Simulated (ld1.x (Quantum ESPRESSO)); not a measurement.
What the settings do to the TM semilocal potential of technetium

Base potential:

* Element: technetium (Tc)
* Generator: ld1.x (Quantum ESPRESSO) 7.5
* Type: norm-conserving Troullier–Martins (semilocal form)
* Functional: LDA (PZ)
* Relativity: scalar-relativistic
* Frozen core: [Ar] 3d10
* Valence charge: 15
* Reference configuration: 4s2 4p6 4d5 5s2 5p0
* Partial waves: 4p (bound): rc 1.55 bohr; 4d (bound): rc 1.55 bohr; 4s (bound): rc 1.50 bohr
* Local potential: the s channel
* Core correction: none

Occupied shells without a wave of their own: 5s. They enter only through the test configuration that unscreens the potential.

Cutoffs, loose and tight: the cutoffs (Ry, on a coarse ladder) from which the occupation-weighted sum of valence levels, in a spherical-Bessel basis at the reference potential, stays within 10 and 1 mRy of its value at 400 Ry. They do not see the model core or the augmentation charge, which bear on the density cutoff. Test errors are all-electron minus pseudo excitation energies from the reference, over the configurations 4s2 4p6 4d5 5s1 5p0; 4s2 4p6 4d5 5s0 5p0; 4s2 4p6 4d4 5s0 5p0; 4s2 4p6 4d4 5s2 5p1; 4s2 4p6 4d5 5s1 5p1; 4s2 4p6 4d6 5s1 5p0; 4s2 4p6 4d5 5s0 5p2 (two spin-polarised tests are not counted in the largest error). A dash means not determined; rows that change the core or the reference have their own tests. The largest error is taken over the tests solved by every variant that gives reliable tests at all: 4s2 4p6 4d4 5s0 5p0; 4s2 4p6 4d5 5s0 5p0; 4s2 4p6 4d5 5s0 5p2; 4s2 4p6 4d5 5s1 5p0; 4s2 4p6 4d5 5s1 5p1; 4s2 4p6 4d6 5s1 5p0.

A semilocal file is local in each channel, so a ghost entry of none says nothing of the separable form that plane-wave codes build from it.

| change | outcome | cutoff, loose | cutoff, tight | bound ghosts | largest test error (meV) |
| --- | --- | --- | --- | --- | --- |
| base | generated, misses its reference levels by 0.68 eV | 70 Ry | 100 Ry | none | -3107 |
| all radii scaled by about 0.73 (s 1.10, p 1.14, d 1.14 bohr) | generated | 120 Ry | 200 Ry | none | -365 |
| all radii scaled by about 0.83 (s 1.24, p 1.28, d 1.28 bohr) | generated, misses its reference levels by 0.16 eV | 110 Ry | 180 Ry | none | -729 |
| all radii scaled by about 0.90 (s 1.36, p 1.40, d 1.40 bohr) | generated, misses its reference levels by 0.33 eV | 90 Ry | 140 Ry | none | -1521 |
| all radii scaled by about 1.08 (s 1.62, p 1.68, d 1.68 bohr) | generated, misses its reference levels by 1.11 eV | 55 Ry | 80 Ry | none | -5026 |
| all radii scaled by about 1.13 (s 1.70, p 1.76, d 1.76 bohr) | generated, misses its reference levels by 1.50 eV | 50 Ry | 70 Ry | none | -6702 |
| all radii scaled by about 1.23 (s 1.84, p 1.90, d 1.90 bohr) | generated, misses its reference levels by 2.40 eV | 45 Ry | 60 Ry | none | -10558 |
| all radii scaled by about 1.29 (s 1.94, p 2.00, d 2.00 bohr) | generated, misses its reference levels by 3.18 eV | 45 Ry | 60 Ry | none | -13779 |
| all radii scaled by about 1.40 (s 2.10, p 2.18, d 2.18 bohr) | generated, misses its reference levels by 4.48 eV | 40 Ry | 55 Ry | none | no test is counted, since the test run did not reproduce the reference configuration |

Reading the sweep of the scale of all radii (base = 1) (base included, trends over the rows without a ghost): The loose cutoff falls from 120 Ry at 0.73 to 40 Ry at 1.4. A larger radius leaves more room for a smooth pseudo-wave, so fewer plane waves are needed; a smaller one forces it to follow the all-electron wave where it bends sharply. The median size of the test errors (rows with all tests solved) rises from 102.6 meV at 0.73 to 4523.7 meV at 1.23. More of the atom is replaced by a form fitted at one configuration, so other configurations suffer as the radius grows.
